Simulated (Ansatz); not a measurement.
CH5BFN can be A, `CNBF`, or B, `NBCF`.

Gas-phase electronic energies from Ansatz, PBE0-D4/def2-TZVP geometries. CBS: MP2 limit from def2 TZ/QZ plus the TZ coupled-cluster correction, frozen cores. This one scheme is used for every species. DFT in def2-TZVPP. B3LYP here is the variant with VWN-RPA as its local correlation; programs differ in this. One conformer a species, not always the lowest.

Which is lower in electronic energy at CCSD(T)/CBS, and by how much? (Estimate.)

Ansatz gave: A, by 35.4 kcal/mol.

Give E(B) − E(A) in kcal/mol with PBE-D4, CCSD/def2-TZVPP, MP2/def2-TZVPP, B3LYP, HF/def2-TZVPP, PBE0-D4, LDA (SPW92). (Estimate.)

Computed: PBE-D4 33.3, CCSD/def2-TZVPP 35.9, MP2/def2-TZVPP 37.1, B3LYP 34.6, HF/def2-TZVPP 37.0, PBE0-D4 34.3, LDA (SPW92) 34.3. None reverses the order clearly.

Does the order hold for the free energy at 298.15 K (harmonic terms from PBE0-D4)? (Estimate.)

Ansatz gave: Yes: G(B) − G(A) = +35.0 kcal/mol, for one conformer each.

Largest T1 diagnostic: 0.012.

At CCSD(T), def2-SVP lies +3.4 kcal/mol from the extrapolated value and def2-TZVPP +0.4 kcal/mol. From BLYP to BHLYP (50 % exact exchange), in def2-TZVPP and without D4, E(B) − E(A) moves by +2.0 kcal/mol.
